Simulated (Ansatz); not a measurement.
Geometry optimisation, RKS B3LYP/6-31G* in Ansatz 0.2.0.

Input file:

```yaml
crystal:
  periodic: [false, false, false]
  atoms:
    - { symbol: Mg, position_ang: [0.962789, 0.542249, 0.780697] }
    - { symbol: O, position_ang: [1.010782, 2.028738, -0.560074] }
    - { symbol: C, position_ang: [1.013214, -1.020615, 2.160168] }
    - { symbol: H, position_ang: [-0.499408, 0.71616, -1.639947] }
    - { symbol: C, position_ang: [-1.255234, -0.040105, -1.824506] }
    - { symbol: H, position_ang: [0.261249, 2.641249, -0.51073] }
    - { symbol: H, position_ang: [2.02153, -1.440967, 2.257459] }
    - { symbol: H, position_ang: [0.699099, -0.687463, 3.156731] }
    - { symbol: H, position_ang: [0.344692, -1.83709, 1.861433] }
    - { symbol: H, position_ang: [-1.922362, -0.141388, -0.960468] }
    - { symbol: H, position_ang: [-0.781617, -1.006448, -2.026865] }
    - { symbol: H, position_ang: [-1.854733, 0.245679, -2.693898] }
basis:
  gaussian: { orbitals: "6-31G*" }
hamiltonian:
  xc: b3lyp
relax:
  f_tol: 0.03
  max_steps: 50
output:
  orbitals: {}
```

Command:

```bash
$ ansatz run input.yaml --threads 2 --pin off --max-ram 3072MiB --backend cpu --events-out ev --progress --plain --runs-dir out
```

Q: Where does it end, and by what steps?

A: The forces met the threshold. The force dipped under the threshold on the way, but the program's further checks kept it going. After 19 steps the energy has fallen by 0.263 eV; H10 moved furthest, 1.29 Å.

| step | energy less start (eV) | largest force component (eV/Å) | accepted |
| --- | --- | --- | --- |
| 0 | 0.0000 | 1.515 | yes |
| 1 | -0.1776 | 0.794 | yes |
| 2 | -0.2155 | 0.389 | yes |
| 3 | -0.2333 | 0.728 | yes |
| 4 | -0.2433 | 0.148 | yes |
| 5 | -0.2445 | 0.112 | yes |
| 6 | -0.2470 | 0.019 | yes |
| 7 | -0.2484 | 0.187 | yes |
| 8 | -0.2492 | 0.175 | yes |
| 9 | -0.2520 | 0.016 | yes |
| 10 | -0.2543 | 0.124 | yes |
| 11 | -0.2558 | 0.131 | yes |
| 12 | -0.2572 | 0.105 | yes |
| 13 | -0.2588 | 0.099 | yes |
| 14 | -0.2602 | 0.105 | yes |
| 15 | -0.2609 | 0.094 | yes |
| 16 | -0.2615 | 0.072 | yes |
| 17 | -0.2624 | 0.049 | yes |
| 18 | -0.2628 | 0.064 | yes |
| 19 | -0.2631 | 0.028 | yes |

```xyz
12
Properties=species:S:1:pos:R:3
Mg 1.108 0.299 1.221
O 0.789 1.332 -0.233
C 1.535 -0.959 2.834
H -0.877 0.455 -1.891
C -1.689 0.176 -2.571
H 0.179 2.059 -0.390
H 2.602 -1.204 2.892
H 1.255 -0.495 3.788
H 0.985 -1.906 2.760
H -2.629 0.089 -2.017
H -1.459 -0.785 -3.041
H -1.799 0.938 -3.349
```

The run took 37 s on 2 threads of Arm Neoverse V2, with other jobs on the host, peak memory 0.15 GiB.
